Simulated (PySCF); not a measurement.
A PySCF script (with the pyscf-properties extension) for the NMR shieldings of `InChI=1S/C6H14Si3/c1-4-8-9(3,5-2)6-7/h1,5H,2,6,8H2,3,7H3/t9-/m1/s1`, on a GFN2-xTB geometry:

```python
import basis_set_exchange as bse
import numpy as np
from pyscf import gto, dft
from pyscf.prop import nmr

atoms = """
C     0.449934    3.006333    2.451079
C     0.141136    2.682451    1.334690
Si   -0.323822    2.120982   -0.367997
Si   -0.396232   -0.206616   -0.400459
C    -0.443967   -0.870571   -2.188371
C    -1.934760   -0.820073    0.522478
C    -2.957513   -1.460349   -0.022046
C     1.119428   -0.963437    0.499825
Si    2.807685   -0.698313   -0.325135
H     0.719245    3.302654    3.424838
H    -1.606080    2.783413   -0.661281
H     0.677502    2.722288   -1.263691
H    -0.426525   -1.956519   -2.211249
H    -1.341132   -0.543938   -2.706296
H     0.410255   -0.517261   -2.758476
H    -1.976353   -0.608985    1.585736
H    -2.980629   -1.698048   -1.073157
H    -3.817806   -1.780768    0.546806
H     0.959980   -2.034588    0.634446
H     1.159470   -0.537238    1.503354
H     2.843812   -1.367311   -1.629363
H     3.040941    0.736859   -0.508215
H     3.870679   -1.263979    0.512797
"""
names = dict.fromkeys(["C", "Si", "H"], "pcSseg-1")
basis = {el: gto.basis.parse(bse.get_basis(n, elements=[el], fmt="nwchem")) for el, n in names.items()}
mol = gto.M(atom=atoms, basis=basis, charge=0, verbose=0)
mf = dft.RKS(mol, xc="PBE0")
mf.grids.level = 2
mf.grids.alignment = dft.numint.BLKSIZE   # the property module wants whole blocks of grid points
mf.conv_tol = 1e-9
mf.kernel()

calc = nmr.RKS(mf)   # GIAO
C = mf.mo_coeff
Co = C[:, mf.mo_occ > 0]
resp = mf.gen_response(singlet=True, hermi=2)
def vind(x):   # induced exchange potential for any number of trial vectors
    d = np.einsum("pi,xij,qj->xpq", C, 2 * x.reshape(-1, C.shape[1], Co.shape[1]), Co, optimize=True)
    return np.einsum("xpq,pi,qj->xij", resp(d - d.transpose(0, 2, 1)), C, Co, optimize=True).ravel()
mo1, _ = nmr.rhf.solve_mo1(calc, with_cphf=vind)
sigma = calc.kernel(mo1)
for i, s in enumerate(sigma):   # ppm
    print("%2d %-2s %9.2f" % (i, mol.atom_pure_symbol(i), np.trace(s) / 3))
```

**Question.** What does it print?

**Answer.** 
```
 0 C      81.25
 1 C     102.24
 2 Si    449.48
 3 Si    372.48
 4 C     192.36
 5 C      40.22
 6 C      48.03
 7 C     193.68
 8 Si    426.03
 9 H      29.79
10 H      27.54
11 H      27.36
12 H      31.48
13 H      31.49
14 H      31.44
15 H      25.03
16 H      25.78
17 H      25.34
18 H      31.78
19 H      31.33
20 H      27.81
21 H      27.71
22 H      27.61
```

These numbers come from an equivalent density-fitted implementation of the same equations, which agrees with the script to about 0.01 ppm for H and up to a few tenths of a ppm for heavy atoms, so last digits may differ.

**Question.** Turn these shieldings into chemical shifts. δ = σ(ref) − σ, references computed at the same level: 13C (186.93 ppm) and 29Si (349.16 ppm) and 1H (31.72 ppm) against TMS.

**Answer.** Averaging equivalent atoms: C 5: 146.7; C 6: 138.9; C 0: 105.7; C 1: 84.7; C 4: -5.4; C 7: -6.8; Si 3: -23.3; Si 8: -76.9; Si 2: -100.3; H 15: 6.69; H 17: 6.37; H 16: 5.94; H 11: 4.36; H 10: 4.18; H 20/21/22: 4.01; H 9: 1.93; H 19: 0.39; H 12/13/14: 0.25; H 18: -0.06 ppm. 

Size and cost of the density-fitted run: 244 basis functions, 2.3 min wall time on 1 thread of an Arm Neoverse N1, shared host; peak memory 1.2 GiB.
